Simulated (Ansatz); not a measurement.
SiO-, multiplicity 2 (lowest of 2S+1 = 2, 4 at CCSD(T)/def2-TZVPP on PBE0 minima; our sources give no spin for the ground state, which may be another), most abundant isotopes (15.9949 and 27.9769 u). Constants from fifth-degree fits in 1/R to seven points on the lowest solution found; no spin–orbit coupling, no relativity up to Kr; ω_e x_e and α_e move by some per cent with the fit.

Frozen-core correlation. CBS: X⁻³ extrapolation of the correlation energy, Hartree–Fock from the larger set.

Programs: Ansatz (Gaussian orbitals). 

```
level                                          r_e (Å)  ω_e (cm⁻¹)  ω_e x_e (cm⁻¹)  α_e (cm⁻¹)
---------------------------------------------  -------  ----------  --------------  ----------
PBE/def2-TZVPP                                  1.5860      1020.1            5.50     0.00517
CCSD(T)/CBS(aug-cc-pV(T+d)Z, aug-cc-pV(Q+d)Z)   1.5582      1079.5            5.93     0.00546
```

Problem. Derive the rotational constants, the centrifugal constant, the fundamental, the zero-point energy and the force constant.

Solution. 
μ = 10.17671 u.
- PBE/def2-TZVPP: B_e = 16.8576/(μ r_e²) = 0.65854 cm⁻¹; B₀ = B_e − α_e/2 = 0.65595 cm⁻¹; D = 4B_e³/ω_e² = 1.10e-06 cm⁻¹; fundamental ω_e − 2ω_e x_e = 1009 cm⁻¹; zero-point energy ω_e/2 − ω_e x_e/4 = 509 cm⁻¹; k = μ(2πcω_e)² = 624 N/m
- CCSD(T)/CBS(aug-cc-pV(T+d)Z, aug-cc-pV(Q+d)Z): B_e = 16.8576/(μ r_e²) = 0.68223 cm⁻¹; B₀ = B_e − α_e/2 = 0.67950 cm⁻¹; D = 4B_e³/ω_e² = 1.09e-06 cm⁻¹; fundamental ω_e − 2ω_e x_e = 1068 cm⁻¹; zero-point energy ω_e/2 − ω_e x_e/4 = 538 cm⁻¹; k = μ(2πcω_e)² = 699 N/m

Ansatz is a program for electronic structure.
